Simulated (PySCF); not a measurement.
Compound: C5H6F5P.
Cartesian coordinates in Å at the GFN2-xTB level; atoms count from 1:
```
atom  x, y, z in Å
C1     2.843    0.474    0.546
C2     1.437    0.539   -0.042
C3     0.973   -0.803   -0.490
P4    -0.547   -1.483   -0.633
C5    -1.637   -0.027   -0.018
F6    -1.409    1.123   -0.699
F7    -1.426    0.256    1.293
C8    -3.106   -0.425   -0.202
F9    -3.974    0.481    0.233
F10   -3.348   -1.570    0.445
F11   -3.355   -0.642   -1.498
H12    3.547    0.068   -0.178
H13    2.855   -0.156    1.432
H14    3.175    1.469    0.829
H15    0.755    0.977    0.687
H16    1.440    1.204   -0.914
H17    1.767   -1.474   -0.803
```

Mayer bond orders were computed from the PBE0/pcSseg-1 density (PySCF). One conformer (not necessarily the lowest) at the GFN2-xTB geometry, without solvent, vibrations or thermal averaging.

Task: Rank these bonds by Mayer order, highest first.
A. C8–F10
B. C3–P4
C. C5–F6
D. P4–C5

Result: B (1.83), A (1.00), C (0.91), D (0.84).

Task: Set the orders of all bonds between heavy atoms beside their lengths and the difference of the Mulliken charges at their ends.

Result: 
```tsv
bond	Mayer order	length (Å)	q(first) − q(second) (e)
C3–P4	1.827	1.671	-0.863
C1–C2	1.054	1.525	-0.043
C8–F9	1.037	1.329	+1.104
C8–F11	1.007	1.336	+1.114
C8–F10	1.002	1.337	+1.114
C2–C3	0.985	1.488	+0.205
C5–F6	0.910	1.357	+0.445
C5–F7	0.909	1.358	+0.445
C5–C8	0.889	1.533	-0.690
P4–C5	0.840	1.920	+0.258
```

For a closed shell the Mayer order of atoms A and B is Σ (PS)μν (PS)νμ over the basis functions μ on A and ν on B, with P the density and S the overlap matrix.
